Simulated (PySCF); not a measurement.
## Which determinant of AsS lies lowest?

Unrestricted PBE0; As cc-pVTZ-PP with ECP10, S cc-pV(T+d)Z; scalar-relativistic core potentials (PySCF 2.14). Outer shells of the fragments: As 3d10 4s2 4p3; S 3s2 3p4.

Followed along the bond (rough minima from three points):

| 2Ms+1 | unpaired | ⟨S²⟩ at the start | R at minimum (Å) | Te (eV) |
| --- | --- | --- | --- | --- |
| 2 | π ↑ | 0.78 | 2.02 | 0.00 |
| 4 | π ↑↑↑ | 3.76 | none in the scan | ≤ 1.78 |
| 6 | σ ↑, π ↑↑↑↑ | 8.75 | none in the scan | ≤ 5.88 |

Solutions found at the starting distance of 2.160 Å, counted from the lowest of them; the search is not exhaustive and high or unbound solutions are not listed, so other states can lie among these:

```tsv
2Ms+1	unpaired	term	E (eV)	⟨S²⟩	⟨Lz²⟩	μ (D)
2	π ↑	²Π	0.00	0.78	1.01	-1.84
4	π ↑↑↑	⁴Π	1.56	3.76	1.01	-0.34
2	π ↑↑↓	mixed	1.92	1.77	3.03	-0.33
4	σ ↑, π ↑↑	⁴Σ⁻	2.67	3.76	0.00	-1.45
2	σ ↓, π ↑↑	mixed	3.18	1.77	0.00	-1.39
2	σ ↑, π ↑↓	mixed	3.20	1.77	2.02	-1.27
2	π ↑	mixed	3.22	0.75	3.02	-0.34
4	σ ↑, π ↑↑	mixed	5.10	3.76	2.02	-0.05
2	σ ↓, π ↑↑	mixed	5.59	1.76	2.02	0.04
4	σ ↑, π ↑↑	mixed	5.61	3.76	2.01	-0.38
```

A term symbol is given only where ⟨S²⟩ and ⟨Lz²⟩ are close to those of a pure state; real π, δ and φ orbitals otherwise mix terms. A positive dipole means As(−)S(+).

Spin–orbit coupling is left out. Counting both spins, an empty level lies below a filled one in some of these solutions, because spin and occupation are held.
